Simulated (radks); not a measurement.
Spherical jellium clusters: N electrons in a uniform positive sphere of charge N and radius rs N^(1/3), rs = 2.23 bohr. Level of theory: non-relativistic Kohn-Sham, LDA (Slater exchange, Perdew-Wang correlation), spin-polarised, spherical densities (a radial shooting solver with Libxc functionals). Levels are named by radial order and angular momentum (1s, 1p, 1d, 2s, ...), and open shells are averaged over m. Each electron was tried in the lowest free levels, single moves between levels near the top were tried too, and the lowest total energy was kept; such a search can miss a lower state. Energies include the self-energy of the background; IP and EA are vertical (highest electron removed, lowest free level filled), at fixed background; spill-out counts the electrons outside the background radius R, and alpha is the static dipole polarisability from linear response (closed shells only). A dash means not computed or, for alpha, an open shell; in EA it means that no bound solution was reached, which is typical of self-interaction and does not show that the anion is unstable. Real open-shell clusters deform, which this model forbids.

\begin{tabular}{lrrrrrrrr}
N & open shells & 2S & E/N (eV) & E(N+1) + E(N-1) - 2E(N) (eV) & IP (eV) & EA (eV) & -e(HOMO) (eV) & spill-out (e) \\ \hline
1 & 1s(up 1, down 0) & 1 & -0.025 & - & - & - & 4.169 & 0.59 \\
2 & none & 0 & -0.890 & 2.658 & 8.065 & - & 4.937 & 0.84 \\
3 & 1p(up 1, down 0) & 1 & -0.293 & -1.023 & 4.731 & - & 2.408 & 1.28 \\
4 & 1p(up 2, down 0) & 2 & -0.250 & -1.000 & 5.948 & - & 3.433 & 1.57 \\
5 & 1p(up 3, down 0) & 3 & -0.424 & 0.328 & 6.726 & - & 4.165 & 1.77 \\
6 & 1p(up 3, down 1) & 2 & -0.485 & -0.836 & 6.130 & - & 3.812 & 1.97 \\
7 & 1p(up 3, down 2) & 1 & -0.649 & -0.650 & 6.814 & 2.263 & 4.449 & 2.13 \\
8 & none & 0 & -0.852 & 3.184 & 7.291 & - & 4.927 & 2.27 \\
9 & 1d(up 1, down 0) & 1 & -0.657 & -0.501 & 3.944 & - & 1.971 & 2.55 \\
10 & 1d(up 2, down 0) & 2 & -0.551 & -0.492 & 4.552 & - & 2.548 & 2.77 \\
11 & 1d(up 3, down 0) & 3 & -0.509 & -0.458 & 5.040 & - & 3.022 & 2.97 \\
12 & 1d(up 4, down 0) & 4 & -0.512 & -0.417 & 5.443 & - & 3.422 & 3.13 \\
13 & 1d(up 5, down 0) & 5 & -0.546 & 0.276 & 5.782 & - & 3.765 & 3.27 \\
14 & 1d(up 5, down 0) 2s(up 1, down 0) & 6 & -0.556 & 0.036 & 5.418 & - & 3.581 & 3.57 \\
15 & 1d(up 5, down 1) 2s(up 1, down 0) & 5 & -0.563 & -0.531 & 5.512 & 1.826 & 3.622 & 3.70 \\
16 & 1d(up 5, down 3) & 2 & -0.601 & -0.383 & 5.855 & 2.121 & 3.944 & 3.68 \\
17 & 1d(up 5, down 4) & 1 & -0.658 & -0.300 & 6.125 & 2.398 & 4.220 & 3.79 \\
18 & none & 0 & -0.725 & 0.217 & 6.357 & 2.293 & 4.462 & 3.89 \\
19 & 2s(up 1, down 0) & 1 & -0.774 & 0.212 & 6.074 & 2.226 & 4.259 & 4.12 \\
20 & none & 0 & -0.807 & 2.075 & 5.902 & - & 4.146 & 4.37 \\
21 & 1f(up 1, down 0) & 1 & -0.738 & -0.290 & 3.896 & - & 2.187 & 4.53 \\
22 & 1f(up 2, down 0) & 2 & -0.688 & -0.276 & 4.187 & - & 2.481 & 4.68 \\
23 & 1f(up 3, down 0) & 3 & -0.655 & -0.262 & 4.446 & - & 2.744 & 4.82 \\
24 & 1f(up 4, down 0) & 4 & -0.636 & -0.247 & 4.679 & - & 2.981 & 4.94 \\
25 & 1f(up 5, down 0) & 5 & -0.628 & -0.232 & 4.889 & - & 3.198 & 5.05 \\
26 & 1f(up 6, down 0) & 6 & -0.629 & -0.219 & 5.081 & 1.768 & 3.396 & 5.15 \\
27 & 1f(up 7, down 0) & 7 & -0.639 & 0.510 & 5.257 & - & 3.579 & 5.25 \\
28 & 1f(up 7, down 1) & 6 & -0.629 & -0.231 & 4.703 & - & 3.074 & 5.36 \\
29 & 1f(up 7, down 2) & 5 & -0.628 & -0.216 & 4.909 & 1.710 & 3.284 & 5.46 \\
30 & 1f(up 7, down 3) & 4 & -0.635 & -0.202 & 5.096 & 1.905 & 3.476 & 5.56 \\
31 & 1f(up 7, down 4) & 3 & -0.648 & -0.190 & 5.267 & 2.085 & 3.653 & 5.65 \\
32 & 1f(up 7, down 5) & 2 & -0.665 & -0.178 & 5.424 & 2.253 & 3.816 & 5.73 \\
33 & 1f(up 7, down 6) & 1 & -0.687 & -0.168 & 5.569 & 2.409 & 3.968 & 5.82 \\
34 & none & 0 & -0.713 & 0.544 & 5.703 & 1.971 & 4.109 & 5.90 \\
35 & 2p(up 1, down 0) & 1 & -0.722 & -0.090 & 5.125 & 2.154 & 3.614 & 6.12 \\
36 & 2p(up 2, down 0) & 2 & -0.732 & -0.080 & 5.275 & 2.317 & 3.771 & 6.34 \\
37 & 2p(up 3, down 0) & 3 & -0.745 & 0.300 & 5.408 & 2.119 & 3.911 & 6.56 \\
38 & 2p(up 3, down 1) & 2 & -0.748 & -0.086 & 5.155 & 2.296 & 3.701 & 6.79 \\
39 & 2p(up 3, down 2) & 1 & -0.754 & -0.076 & 5.305 & 2.454 & 3.856 & 7.02 \\
40 & none & 0 & -0.761 & 1.300 & 5.437 & - & 3.994 & 7.24 \\
41 & 1g(up 1, down 0) & 1 & -0.737 & -0.171 & 4.188 & - & 2.719 & 7.33 \\
42 & 1g(up 2, down 0) & 2 & -0.717 & -0.164 & 4.323 & - & 2.858 & 7.41 \\
43 & 1g(up 3, down 0) & 3 & -0.703 & -0.157 & 4.451 & 1.561 & 2.989 & 7.49 \\
44 & 1g(up 4, down 0) & 4 & -0.692 & - & 4.571 & 1.689 & 3.113 & 7.56 \\
\end{tabular}

All shells are closed at N = 2, 8, 18, 20, 34, 40 (there: 1s2 1p6 1d10 2s2 1f14 2p6); the second difference of the energy has clear peaks (12 % above both neighbours; the first and last values, which can be the largest, are not judged, and half-filled shells can peak too) at N = 5, 8, 13, 20, 27, 34, 37, 40.
